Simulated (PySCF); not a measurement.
Compound: CH11ClSi4.
Cartesian coordinates in Å at the GFN2-xTB level; atoms count from 1:
```xyz
17
CH11ClSi4 angstrom
Si     2.677    1.093   -0.327
Si     1.682   -0.810    0.539
Si    -0.229   -1.536   -0.582
Si    -2.281   -0.710    0.110
C     -2.172    1.203    0.187
Cl    -0.862    1.670    1.309
H      3.456    0.783   -1.531
H      3.595    1.755    0.601
H      1.688    2.095   -0.732
H      1.364   -0.644    1.966
H      2.660   -1.915    0.547
H     -0.083   -1.225   -2.018
H     -0.352   -3.003   -0.577
H     -3.452   -0.946   -0.749
H     -2.690   -1.119    1.458
H     -3.079    1.667    0.564
H     -1.931    1.654   -0.773
```

PySCF, density fitting, gas phase, GFN2-xTB geometry. The standard run uses grid level 2 after a coarse-grid start, the def2-universal JK fitting basis (with tight functions added where the orbital basis needs them), an energy threshold of 1e-9 Eh and DIIS. The changed runs have no coarse-grid stage.

Q: Standard PBE0/pcSseg-1: E = -1662.119042 Eh, HOMO -8.118 eV, LUMO -0.796 eV, dipole 1.564 D, 12 cycles (coarse-grid cycles included). What changes at PBE0/pcSseg-1 with: fitting basis def2-universal-jkfit?

A: E = -1662.119097 Eh (-0.055 mEh), HOMO -8.118 eV (0.000), LUMO -0.796 eV (0.000), dipole 1.564 D (0.000), 9 SCF cycles. Of the changed settings only the fitting basis enters the energy expression; the total energy moves by 0.03 kcal/mol.

The cycles:
```
cycle   1  E = -1662.1049415099  dE = -2.837e-02  |g| = 2.232e-01  |ddm| = 3.601e+00
cycle   2  E = -1662.1127471395  dE = -7.806e-03  |g| = 1.573e-01  |ddm| = 5.099e-01
cycle   3  E = -1662.1188561671  dE = -6.109e-03  |g| = 3.160e-02  |ddm| = 2.526e-01
cycle   4  E = -1662.1190591439  dE = -2.030e-04  |g| = 1.210e-02  |ddm| = 4.495e-02
cycle   5  E = -1662.1190927194  dE = -3.358e-05  |g| = 4.081e-03  |ddm| = 1.333e-02
cycle   6  E = -1662.1190971034  dE = -4.384e-06  |g| = 7.214e-04  |ddm| = 4.524e-03
cycle   7  E = -1662.1190972477  dE = -1.443e-07  |g| = 9.277e-05  |ddm| = 9.399e-04
cycle   8  E = -1662.1190972501  dE = -2.402e-09  |g| = 3.647e-05  |ddm| = 1.839e-04
cycle   9  E = -1662.1190972505  dE = -3.988e-10  |g| = 4.397e-06  |ddm| = 5.490e-05
```

Q: What changes at PBE0/pcSseg-1 with: fitting basis def2-universal-jkfit?

A: E = -1662.119097 Eh (-0.055 mEh), HOMO -8.118 eV (0.000), LUMO -0.796 eV (0.000), dipole 1.564 D (0.000), 9 SCF cycles. Of the changed settings only the fitting basis enters the energy expression; the total energy moves by 0.03 kcal/mol.

The cycles:
```
cycle   1  E = -1662.1049414960  dE = -2.838e-02  |g| = 2.232e-01  |ddm| = 3.601e+00
cycle   2  E = -1662.1127471187  dE = -7.806e-03  |g| = 1.573e-01  |ddm| = 5.099e-01
cycle   3  E = -1662.1188561618  dE = -6.109e-03  |g| = 3.160e-02  |ddm| = 2.526e-01
cycle   4  E = -1662.1190591394  dE = -2.030e-04  |g| = 1.210e-02  |ddm| = 4.495e-02
cycle   5  E = -1662.1190927152  dE = -3.358e-05  |g| = 4.081e-03  |ddm| = 1.333e-02
cycle   6  E = -1662.1190970993  dE = -4.384e-06  |g| = 7.214e-04  |ddm| = 4.524e-03
cycle   7  E = -1662.1190972436  dE = -1.443e-07  |g| = 9.277e-05  |ddm| = 9.399e-04
cycle   8  E = -1662.1190972460  dE = -2.395e-09  |g| = 3.647e-05  |ddm| = 1.839e-04
cycle   9  E = -1662.1190972464  dE = -4.015e-10  |g| = 4.397e-06  |ddm| = 5.490e-05
```
